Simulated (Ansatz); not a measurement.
Frontier orbitals of `[OH][Al]([F])[TeH]`.

Z-matrix (Å, degrees):
```
Al
F 1 1.642
Te 1 2.512 2 116.2
O 1 1.681 2 117.8 3 180.0
H 3 1.659 1 89.8 2 -180.0
H 4 0.955 1 124.7 2 179.8
```

The species carries charge 0 and has multiplicity 1. Correlated methods include outer-core shells of Te, which these sets cover unevenly. Te takes the def2 core potential. The geometry is a stationary point of PBE0-D4/def2-TZVP. It is one conformer, not always the lowest. Basis def2-TZVPP, the Gaussian-basis code of Ansatz.

| functional | HOMO (eV) | LUMO (eV) | gap (eV) |
| --- | --- | --- | --- |
| PBE | -6.00 | -1.82 | 4.18 |
| revPBE | -5.94 | -1.70 | 4.24 |
| PBE0 | -7.04 | -1.02 | 6.02 |
| B3LYP | -6.81 | -1.28 | 5.53 |
| BHLYP | -7.90 | -0.24 | 7.66 |
| ωB97M-V | -9.09 | 0.62 | 9.71 |

Against PBE, PBE0 changes HOMO and LUMO by −1.04 and +0.80 eV, ωB97M-V by −3.08 and +2.45 eV. A gap of 4.18 eV thus becomes 9.71 eV for the same molecule, so an orbital gap means little without its functional. A positive LUMO is unbound and depends on the basis.

B3LYP here is the variant with VWN-RPA as its local correlation; programs differ in this.
